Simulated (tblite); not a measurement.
Isomers of C7H13ClO2. Level: GFN2-xTB in tblite, geometry and Hessian alike; calculated harmonic values, unscaled, isolated species. The method is semi-empirical: single wavenumbers can be off by several per cent or more. One conformer each.

Electronic energies: GFN2-xTB at the same geometries; isomer energies are rough at this level and their order can be wrong.

```csv
SMILES,"electronic energy, lowest = 0 (kcal/mol)"
CC[C@@H](C)[C@@H](OC)C(=O)Cl,2.2
CC[C@](C)(COC)C(=O)Cl,0.0
CC[C@@H](OC)[C@@H](C)C(=O)Cl,0.7
```

Question: How do GFN2-xTB zero-point energies change the relative energies?

Answer: 
| SMILES | ZPE (kcal/mol) | of it from modes above 1550 cm⁻¹ | electronic (kcal/mol) | with ZPE, lowest = 0 (kcal/mol) | lowest mode (cm⁻¹) | rings |
| --- | --- | --- | --- | --- | --- | --- |
| CC[C@](C)(COC)C(=O)Cl | 118.9 | 58.2 | 0.0 | 0.0 | 45 | 0 |
| CC[C@@H](OC)[C@@H](C)C(=O)Cl | 119.0 | 58.3 | 0.7 | 0.8 | 31 | 0 |
| CC[C@@H](C)[C@@H](OC)C(=O)Cl | 119.0 | 58.3 | 2.2 | 2.3 | 34 | 0 |

The zero-point energies span 0.1 kcal/mol, from `CC[C@](C)(COC)C(=O)Cl` to `CC[C@@H](OC)[C@@H](C)C(=O)Cl`. The order is unchanged.

Question: What do entropy and thermal enthalpy add at 298.15 K and 1 bar (rigid rotor, harmonic oscillator, one conformer each)?

Answer: 
| SMILES | point group | symmetry number | S (cal/(mol K)) | H − H(0) (kcal/mol) | ZPE + H − H(0) − TS (kcal/mol) |
| --- | --- | --- | --- | --- | --- |
| CC[C@](C)(COC)C(=O)Cl | C1 | 1 | 111.8 | 8.54 | 94.1 |
| CC[C@@H](OC)[C@@H](C)C(=O)Cl | C1 | 1 | 113.4 | 8.53 | 93.7 |
| CC[C@@H](C)[C@@H](OC)C(=O)Cl | C1 | 1 | 113.0 | 8.55 | 93.8 |
